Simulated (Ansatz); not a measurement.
`C=NB(F)Br` + HCl → `C=NB(F)Cl` + HBr at 400 K and 1 bar (ligand exchange at a B–Br bond).

Computed with Ansatz on PBE0-D4/def2-TZVP structures; ΔE is electronic, products minus reactants. CCSD(T)/CBS is the MP2 limit (def2-TZVPP, def2-QZVPP) plus CCSD(T) − MP2 in def2-TZVPP, frozen cores. This one scheme is used for every species. For Br outer-core shells are correlated without core-valence functions, which leaves a few kJ/mol of doubt a bond. Scalar relativity is left out up to krypton. One conformer a species, not always the lowest.

```json
{"species": "`C=NB(F)Br`", "CCSD(T)/CBS energy (Eh)": "-2791.95772", "H − E (kJ/mol)": "127.5", "S (J/(mol·K))": "356.2"}
{"species": "HCl", "CCSD(T)/CBS energy (Eh)": "-460.38127", "H − E (kJ/mol)": "29.6", "S (J/(mol·K))": "195.4"}
{"species": "`C=NB(F)Cl`", "CCSD(T)/CBS energy (Eh)": "-678.42235", "H − E (kJ/mol)": "128.3", "S (J/(mol·K))": "343.0"}
{"species": "HBr", "CCSD(T)/CBS energy (Eh)": "-2573.91920", "H − E (kJ/mol)": "27.6", "S (J/(mol·K))": "207.2"}
```

H − E and S are ideal-gas, rigid-rotor, harmonic terms from PBE0-D4/def2-TZVP, for one conformer and one mirror image of each species. 1 Eh = 2625.50 kJ/mol, R = 8.31446 J/(mol·K).

Task: By hand: ΔE, ΔH, ΔS and ΔG.

Result: ΔE = (-678.42235) + (-2573.91920) − (-2791.95772) − (-460.38127) = -0.00256 Eh = -6.7 kJ/mol. Δ(H − E) = 128.3 + 27.6 − 127.5 − 29.6 = -1.2, so ΔH = -7.9 kJ/mol. ΔS = 343.0 + 207.2 − 356.2 − 195.4 = -1.4 J/(mol·K). ΔG = -7.9 − 400 × (-1.4)/1000 = -7.3 kJ/mol.

Task: By hand: the equilibrium constant, and the temperature at which ΔG would vanish if ΔH and ΔS stayed fixed.

Result: log₁₀ K = −ΔG/(RT ln 10) = 1.0. ΔG = 0 at ΔH/ΔS = 5643 K, far beyond where these terms or the molecules hold.

The number of gas molecules stays the same, so ΔS is small and ΔH decides. A doubt of 5 kJ/mol in ΔE shifts log₁₀ K by 0.7 here. Other conformers and mirror images would add mixing entropy, several J/(mol·K) or more a flexible species. These are equilibria of isolated gas molecules and say nothing of rates. Largest T1 diagnostic: 0.013 (customary marks: 0.02 for closed shells, 0.045 for open ones).
